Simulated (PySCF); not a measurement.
FH₇Si₃.
Atom-mapped SMILES: `[F:1][SiH2:2][SiH2:3][SiH3:4]` (hydrogens: H5, H6 on Si2; H7, H8 on Si3; H9, H10, H11 on Si4)

Method: PBE0-D3(BJ)/def2-SVP geometry optimisation, gas phase in PySCF; density fitting, grid level 1; the optimiser is geomeTRIC in internal coordinates, started from a GFN2-xTB structure with every atom displaced at random (about 0.01 Å).

At the end of the run (lengths in Å): Si3–Si4 2.346, Si4–H10 1.493, Si2–H6 1.493, Si2–H5 1.492, Si2–Si3 2.344, Si3–H7 1.497, Si3–H8 1.498, Si2–Si3–Si4 106.7°, H7–Si3–H8 108.6°, F1–Si2–H5 107.8°, Si3–Si2–H6 110.7°, F1–Si2–Si3–Si4 34°, H7–Si3–Si4–H9 172°, H9–Si4–Si3–Si2 51°.

**Question.** These geometries were met on the way; a selection of coordinates is given. Order them by energy above the end point, lowest first.
A. Si3–Si4 2.347, Si4–H10 1.494, Si2–H6 1.493, Si2–H5 1.493, Si2–Si3 2.346, Si3–H7 1.497, Si3–H8 1.498, Si2–Si3–Si4 108.4°, H7–Si3–H8 109.0°, F1–Si2–H5 107.7°, Si3–Si2–H6 111.1°, F1–Si2–Si3–Si4 32°, H7–Si3–Si4–H9 -172°, H9–Si4–Si3–Si2 67°
B. Si3–Si4 2.271, Si4–H10 1.451, Si2–H6 1.456, Si2–H5 1.464, Si2–Si3 2.322, Si3–H7 1.476, Si3–H8 1.478, Si2–Si3–Si4 115.9°, H7–Si3–H8 102.1°, F1–Si2–H5 101.5°, Si3–Si2–H6 116.8°, F1–Si2–Si3–Si4 32°, H7–Si3–Si4–H9 -164°, H9–Si4–Si3–Si2 72°
C. Si3–Si4 2.339, Si4–H10 1.491, Si2–H6 1.492, Si2–H5 1.491, Si2–Si3 2.341, Si3–H7 1.496, Si3–H8 1.496, Si2–Si3–Si4 110.1°, H7–Si3–H8 105.5°, F1–Si2–H5 109.2°, Si3–Si2–H6 110.7°, F1–Si2–Si3–Si4 32°, H7–Si3–Si4–H9 -167°, H9–Si4–Si3–Si2 71°

**Answer.** A (0.008 eV), C (0.025 eV), B (0.269 eV).

```csv
step,E above end (eV),"rms distance from the end, all atoms (Å)",largest force (eV/Å),rms shift of all bonds from the end (Å)
4,0.008,0.189,0.038,0.001
1,0.025,0.232,0.197,0.003
0,0.269,0.270,1.261,0.033
```

Rows stand in the order of the answer.
